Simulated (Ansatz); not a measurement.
`N[Si](N)(Br)Br`, 9 atoms. The species carries charge 0 and has multiplicity 1. Correlated methods include outer-core shells of Br, which these sets cover unevenly. Scalar relativity is left out up to krypton. All runs use 4 threads of an Arm Neoverse V1 on a shared host. Correlated methods freeze the cores.

(1) How many basis functions does each run have, and how long does it take in Ansatz? RHF-CCSD(T)/def2-SVP energy; RKS SPW92 (LDA)/def2-TZVPP energy; RHF-CCSD(T)/def2-TZVPP energy; RKS ωB97M-V/def2-SVP energy; RKS BLYP-D4/def2-TZVPP energy; RKS PBE0-D4/def2-QZVPP energy; RKS PBE0-D4/def2-TZVP relaxation (8 steps); RKS PBE0-D4/def2-SVP energy; RKS r2SCAN-D4/def2-TZVPP energy and forces; RKS ωB97M-V/def2-QZVPP energy; RKS PBE0-D4/def2-TZVP frequencies; RHF-MP2/def2-QZVPP energy. (An estimate is asked.)

Answers

(1) Computed: Other jobs shared the machine, so times are rough.

| level | job | functions | wall time | peak host memory (GiB) |
| --- | --- | --- | --- | --- |
| RKS SPW92 (LDA)/def2-TZVPP | energy | 256 | 1.9 s | 0.4 |
| RKS PBE0-D4/def2-SVP | energy | 130 | 2.2 s | 0.48 |
| RKS BLYP-D4/def2-TZVPP | energy | 256 | 3.1 s | 0.4 |
| RKS r2SCAN-D4/def2-TZVPP | energy and forces | 256 | 7 s | 0.44 |
| RKS ωB97M-V/def2-SVP | energy | 130 | 8.5 s | 0.5 |
| RKS PBE0-D4/def2-QZVPP | energy | 482 | 18 s | 2.6 |
| RHF-CCSD(T)/def2-SVP | energy | 130 | 22 s | 0.78 |
| RKS ωB97M-V/def2-QZVPP | energy | 482 | 34 s | 3 |
| RHF-MP2/def2-QZVPP | energy | 482 | 39 s | 3.2 |
| RKS PBE0-D4/def2-TZVP | relaxation (8 steps) | 219 | 57 s | 0.81 |
| RKS PBE0-D4/def2-TZVP | frequencies | 219 | 4.5 min | 0.81 |
| RHF-CCSD(T)/def2-TZVPP | energy | 256 | 8.6 min | 6.1 |
